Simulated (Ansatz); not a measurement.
Ansatz (a program for electronic structure) input (CCSD(T)/aug-cc-pVDZ):

Ansatz 0.2 input:
```yaml
crystal:
  periodic: [false, false, false]
  atoms:
    - {symbol: C, position_ang: [1.78070953, -0.13904201, -0.61349111]}
    - {symbol: C, position_ang: [0.63384092, -0.24867719, 0.14438240]}
    - {symbol: C, position_ang: [-0.59900374, 0.26726606, -0.19519224]}
    - {symbol: O, position_ang: [-1.72235172, 0.15276462, 0.56009558]}
    - {symbol: H, position_ang: [1.78025749, 0.38187422, -1.56195641]}
    - {symbol: H, position_ang: [2.71221024, -0.57088092, -0.28041505]}
    - {symbol: H, position_ang: [0.69737246, -0.78509149, 1.09037033]}
    - {symbol: H, position_ang: [-0.77893415, 0.81684205, -1.10849604]}
    - {symbol: H, position_ang: [-1.52537259, -0.34214197, 1.36553823]}
basis:
  gaussian:
    orbitals: aug-cc-pVDZ
magnetization: {spin_polarized: true, initial_magnetization: 1}
correlation: {method: ccsd_t, electrons: outside_noble_gas}
output: {forces: true}
```

Output:

```
Functional definition: HF
integrals: 0.54 GiB planned
1354 factors; integrals over basis functions are off by at most 7.5e-4 eV
mean field: 0.54 GiB planned
mean field evaluation 1: about -5203.2307 eV, gradient 2.5e1 eV
mean field evaluation 2: about -5203.2311 eV, gradient 2.5e1 eV
mean field evaluation 4: about -5206.7595 eV, gradient 3.3e0 eV
mean field evaluation 8: about -5207.0166 eV, gradient 1.7e-1 eV
mean field evaluation 16: about -5206.7592 eV, gradient 3.3e0 eV
mean field -5207.01705778 eV, -191.3543474304 hartree, gradient 1.5e-6 eV, S^2 0.936669; 0 other end points of the search recorded, 0 dependent functions left out
4 core orbitals not correlated
reference -5207.01705778 eV, -191.3543474304 hartree; 12, 11 occupied and 121, 122 virtual orbitals, 1354 factors
densities: 4.53 GiB planned
second order -15.84908640 eV of doubles, -0.00000000 eV of singles
coupled cluster: 2.49 GiB planned
cycle   1  -16.45267037 eV  change   -6.0e-1 eV  update   1.1e-1
cycle   2  -16.94107305 eV  change   -4.9e-1 eV  update   4.1e-2
cycle   3  -17.11920270 eV  change   -1.8e-1 eV  update   2.9e-2
cycle   4  -17.13891089 eV  change   -2.0e-2 eV  update   1.4e-2
cycle   5  -17.13608153 eV  change    2.8e-3 eV  update   5.6e-3
cycle   6  -17.13759182 eV  change   -1.5e-3 eV  update   1.6e-3
cycle   7  -17.13810290 eV  change   -5.1e-4 eV  update   7.3e-4
cycle   8  -17.13808559 eV  change    1.7e-5 eV  update   3.2e-4
cycle   9  -17.13814649 eV  change   -6.1e-5 eV  update   1.8e-4
cycle  10  -17.13810645 eV  change    4.0e-5 eV  update   1.1e-4
cycle  11  -17.13812586 eV  change   -1.9e-5 eV  update   6.5e-5
cycle  12  -17.13813993 eV  change   -1.4e-5 eV  update   2.9e-5
cycle  13  -17.13815026 eV  change   -1.0e-5 eV  update   1.5e-5
cycle  14  -17.13815903 eV  change   -8.8e-6 eV  update   7.1e-6
cycle  15  -17.13816191 eV  change   -2.9e-6 eV  update   2.7e-6
coupled cluster: 2.51 GiB planned
perturbative correction -0.61057025 eV, -0.0224380427 hartree
the calculation of the forces begins
Total energy: -5224.76578993 eV, -192.0066013067 hartree
Atom 0 at     1.780710    -0.139042    -0.613491 Å, force     0.524778     0.074264    -0.390671 eV/Å
Atom 1 at     0.633841    -0.248677     0.144382 Å, force    -0.045094    -0.299948     0.568210 eV/Å
Atom 2 at    -0.599004     0.267266    -0.195192 Å, force    -0.174530     0.212411    -0.301892 eV/Å
Atom 3 at    -1.722352     0.152765     0.560096 Å, force    -0.781418     0.033795     0.318786 eV/Å
Atom 4 at     1.780257     0.381874    -1.561956 Å, force    -0.005522     0.254097    -0.460070 eV/Å
Atom 5 at     2.712210    -0.570881    -0.280415 Å, force     0.450000    -0.211998     0.167063 eV/Å
Atom 6 at     0.697372    -0.785091     1.090370 Å, force     0.033464    -0.234016     0.409899 eV/Å
Atom 7 at    -0.778934     0.816842    -1.108496 Å, force    -0.075360     0.255564    -0.428750 eV/Å
Atom 8 at    -1.525373    -0.342142     1.365538 Å, force     0.073682    -0.084170     0.117426 eV/Å
Dipole moment:     0.074277    -0.113506     0.170563 e Å
```

It need not be the lowest isomer of its formula.

The determinant is spin-contaminated: <S^2> is 0.94 against 0.75 for a pure state.
